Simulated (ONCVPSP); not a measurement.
Transferability test, ONCV potential for iron (Fe)

```
Element                 : Fe (Z = 26)
Generator               : ONCVPSP 4.0.1
Type                    : optimised norm-conserving Vanderbilt (ONCV)
Functional              : PW91
Relativity              : scalar-relativistic
Frozen core             : [Ne] 3s2
Valence charge          : 14
Reference configuration : 3p6 3d6 4s2
Partial waves           : 4s: rc 1.75 bohr, ncon 3, nbas 6, qcut 3.5 1/bohr, 3 projectors, debl 3.9 Ha; 3p: rc 1.20 bohr, ncon 4, nbas 9, qcut 11.4 1/bohr, 2 projectors, debl 3.5 Ha; 3d: rc 0.95 bohr, ncon 3, nbas 7, qcut 16.6 1/bohr, 2 projectors, debl 0.5 Ha
Local potential         : polynomial inside 0.65 bohr (lpopt 2, dvloc0 1 Ha)
Core correction         : Teter function, fcfact 3, rcfact 1.55
```

Energies are relative to the spin-unpolarised reference configuration 3p6 3d6 4s2; without spin polarisation the order of configurations can differ from experiment.

(1) Give the all-electron excitation energy and the error of the potential for: 3p6 3d6 4s1; 3p6 3d6 4s0; 3p6 3d5 4s0; 3p6 3d5 4s2 4p1.

Levels in the configuration 3p6 3d5 4s0:

| level | all-electron (eV) | pseudo (eV) |
| --- | --- | --- |
| 3p | -97.052 | -96.894 |
| 3d | -43.328 | -43.171 |

Note: ghosts flagged at negative energy: s at -367.2 eV, s at -29.4 eV; GHOST(+) flags only above 600 eV. A true bound ghost makes a file unfit for plane-wave use.

Answers

(1)

```tsv
valence configuration	charge	ΔE all-electron (eV)	error AE − PS (meV)
3p6 3d6 4s1	+1	8.792	-8.9
3p6 3d6 4s0	+2	25.043	-37
3p6 3d5 4s0	+3	59.370	+102
3p6 3d5 4s2 4p1	0	8.785	-35
```
